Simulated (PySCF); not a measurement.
**P²⁺: excitation energy**

P²⁺ [Ne] 3s2 3p1 (2P) → P²⁺ [Ne] 3s1 3p2 (4P), as a difference of total energies. All numbers are calculated (PySCF 2.14, no relativity, point nucleus, in aug-cc-pwCVDZ (6s5p3d, 36 functions)). Correlated levels: valence: [Ne] frozen; valence and next inner shell: 1s2 frozen; nothing frozen. The calculations carry no spin-orbit coupling.

```tsv
method	excitation energy (cm⁻¹)
UHF	43896
LDA	56849
PBE	55828
PBE0	54330
r2SCAN	49895
M06-2X	59074
r2SCAN0	50484
BHandHLYP	56937
B3LYP	57813
MP2 (valence)	50743
SCS-MP2 (valence)	53265
MP2 (valence and next inner shell)	52450
SCS-MP2 (valence and next inner shell)	54582
MP2 (all electrons)	52431
SCS-MP2 (all electrons)	54569
```

A first-order spin-orbit estimate (lowest level to lowest level, LS coupling) adds 0.005 eV.
